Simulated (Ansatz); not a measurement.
Reaction (formal exchange of groups at the Si–Ga bond): `N[SiH2][GaH2]` + `N=C[SiH3]` → `N=C([SiH3])[SiH2]N` + `[GaH3]`

Program: Ansatz. Geometries: PBE0-D4/def2-TZVP. ΔE: electronic, gas phase. CCSD(T)/CBS is the MP2 limit (def2-TZVPP, def2-QZVPP) plus CCSD(T) − MP2 in def2-TZVPP, frozen cores. Functionals use def2-TZVPP. B3LYP here is the variant with VWN-RPA as its local correlation; programs differ in this. For Ga outer-core shells are correlated without core-valence functions, which leaves a few kJ/mol of doubt a bond. Scalar relativity is left out up to krypton. One conformer a species, not always the lowest.

Q: Is it downhill or uphill in electronic energy at CCSD(T)/CBS, and by how much? (An estimate is asked.)

A: The calculation gave: Uphill: ΔE = +13.7 kJ/mol.

Q: What do these levels give: B3LYP-D4, ωB97X-V, ωB97M-V, B2PLYP, r2SCAN, B3LYP, MP2/def2-TZVPP, CCSD(T)/def2-TZVPP, MP2/def2-QZVPP, SCS-MP2/def2-QZVPP, MP2/CBS(def2), CCSD/CBS(def2)? (Best estimate.)

A: Ansatz gave: B3LYP-D4 12.0, ωB97X-V 11.3, ωB97M-V 8.4, B2PLYP 13.4, r2SCAN 13.0, B3LYP 18.7, MP2/def2-TZVPP 6.8, CCSD(T)/def2-TZVPP 11.5, MP2/def2-QZVPP 7.7, SCS-MP2/def2-QZVPP 8.8, MP2/CBS(def2) 9.1, CCSD/CBS(def2) 16.2 kJ/mol.

Largest T1 diagnostic among the species: 0.013.

In def2-TZVPP, CCSD(T) changes the Hartree–Fock value by −3.4 kJ/mol (the triples alone add −2.5 kJ/mol) and MP2 by −8.1 kJ/mol. The D4 term adds −6.7 kJ/mol with B3LYP and −3.9 kJ/mol with PBE0; it sums over pairs of atoms, weighted by their polarisabilities, and B3LYP, whose exchange is more repulsive, gets the larger term.
